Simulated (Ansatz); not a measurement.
Input for Ansatz (development build ahead of 0.2.0):

```yaml
crystal:
  periodic: [false, false, false]
  atoms:
    - { symbol: Li, position_ang: [-0.98822, 0.18894, -0.51218] }
    - { symbol: Li, position_ang: [0.94199, -0.19099, 0.52725] }
    - { symbol: F, position_ang: [0.398, -0.66908, -1.01546] }
    - { symbol: F, position_ang: [-0.44035, 0.67252, 1.02769] }
basis:
  gaussian: { orbitals: def2-SVP }
magnetization:
  spin_polarized: true
  initial_magnetization: 2
hamiltonian:
  xc: hf
correlation:
  method: mp2
  frozen_orbitals: { F: 1, Li: 0 }
output:
  forces: true
```

The input is written out in the form of the current development build from the run's settings.

The run gave:

| Quantity | Value |
| --- | --- |
| Converged | yes |
| Reference energy | -213.55501 hartree |
| Correlation energy | -0.35263 hartree |
| Total energy | -213.90764 hartree |
| Spin squared of the determinant | 2.003 |
| Stability test | minimum |

Forces (eV/Å):
```json
{"atom": "Li1", "Fx": "-2.459", "Fy": "1.430", "Fz": "0.698"}
{"atom": "Li2", "Fx": "1.099", "Fy": "0.738", "Fz": "2.633"}
{"atom": "F3", "Fx": "1.007", "Fy": "-1.608", "Fz": "-2.479"}
{"atom": "F4", "Fx": "0.352", "Fy": "-0.559", "Fz": "-0.852"}
```

Caution: another spin multiplicity may lie lower; the determinant breaks the point group.
